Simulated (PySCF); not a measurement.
**Computed properties of B(H)2(OH) (BH₃O), SMILES OB**

B(H)2(OH) (BH3O), SMILES OB. The structure is a stationary point at PBE0-D3(BJ)/def2-TZVP. One conformer was computed; it need not be the lowest. All values are computed for the isolated molecule unless a solvent is named; none is compared with measurement here.

**Structure.** The optimised structure has Cs symmetry. All 9 harmonic modes at PBE0-D3(BJ)/def2-TZVP (PySCF) are real, so it is a minimum.

**Vibrations.** The strongest infrared lines (harmonic, unscaled, degenerate partners summed) lie at 2657 cm⁻¹ (170 km/mol, H 88 %, B 12 %), 1386 cm⁻¹ (147 km/mol, B 54 %, H 24 %, O 22 %), 2554 cm⁻¹ (101 km/mol, H 95 %). The softest mode is at 783 cm⁻¹ and the zero-point energy is 22.2 kcal/mol.

**Electronic structure.** M06-2X/def2-TZVPD (PySCF) places the frontier levels at -10.29 and 0.08 eV, a gap of 10.37 eV, and gives a dipole moment of 1.52 D and a mean polarisability of 20.8 bohr³.

**Excitations.** TDDFT-PBE0/def2-TZVPD (PySCF) has S1 at 6.44 eV (193 nm, f = 0.000, dark); the most intense of the 10 singlets computed lies at 9.24 eV (f = 0.13). T1 (TDA) is at 5.74 eV. No vertical singlet excitation falls in the visible range (under 3.1 eV).

**NMR.** GIAO shifts at B3LYP/pcSseg-2 (PySCF) (non-relativistic, atoms alike by connectivity averaged): ¹H from 5.4 to 6.3 ppm against TMS; ¹¹B at 39.9 ppm against BF3.
